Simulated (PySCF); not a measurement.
These compounds are isomers of formula C₇H₉N₃.

A. `Cc1ncnc(C2CC2)n1`
B. `N1(C=C)N=CC(C2CC2)=N1`
C. `c1(C)cnc(C2CC2)nn1`
D. SMILES C#Cc1nn(CC)nc1C

Spectrum 1. $^{13}$C{$^{1}$H} NMR (computed): δ 175.2 (C), 161.1 (C), 153.4 (CH), 22.0 (CH3), 19.7 (CH), 15.3 (CH2).

Spectrum 2. $^{13}$C{$^{1}$H} NMR (computed): δ 155.2 (C), 133.9 (C), 92.8 (CH), 79.3 (C), 51.4 (CH2), 19.4 (CH3), 13.2 (CH3).

Spectrum 3. $^{13}$C{$^{1}$H} NMR (computed): δ 187.0 (C), 182.0 (C), 172.0 (CH), 28.6 (CH3), 21.8 (CH), 16.2 (CH2).

Spectrum 4. $^{13}$C{$^{1}$H} NMR (computed): δ 159.6 (C), 139.3 (CH), 132.8 (CH), 107.8 (CH2), 12.7 (CH2), 11.1 (CH).

Single conformer, relativity neglected, one averaged value for each set of equivalent atoms, no solvent. σ from GIAO-PBE0/pcSseg-1; structure optimised with GFN2-xTB; PySCF 2.14.

δ = σ(ref) − σ, references computed at the same level: $^{13}$C (σ = 186.93 ppm) vs TMS. Shifts are as computed. Against solution values, carbons near 30 ppm lie about +3 ppm off and those near 130 ppm about +5 ppm. Of 1211 compounds with measured shifts, 218 miss one by over three times the rms of a fit or turn the order of signals round; such compounds aren't used in these exercises.

Question: Match each spectrum to its structure.

Answer: 1–C, 2–D, 3–A, 4–B.

- Spectrum 1 (C): 6 $^{13}$C signals; δC 153.4 is an aromatic CH next to a ring nitrogen; δC 22.0 is a methyl carbon on an aromatic ring.
- Spectrum 2 (D): 7 $^{13}$C signals; δC 92.8 is a terminal alkyne carbon; δC 79.3 is an alkyne carbon.
- Spectrum 3 (A): 6 $^{13}$C signals; δC 28.6 is a methyl carbon on an aromatic ring; δC 21.8 is a three-membered-ring carbon.
- Spectrum 4 (B): 6 $^{13}$C signals; δC 139.3 is an alkene CH; δC 107.8 is a terminal =CH2 carbon.
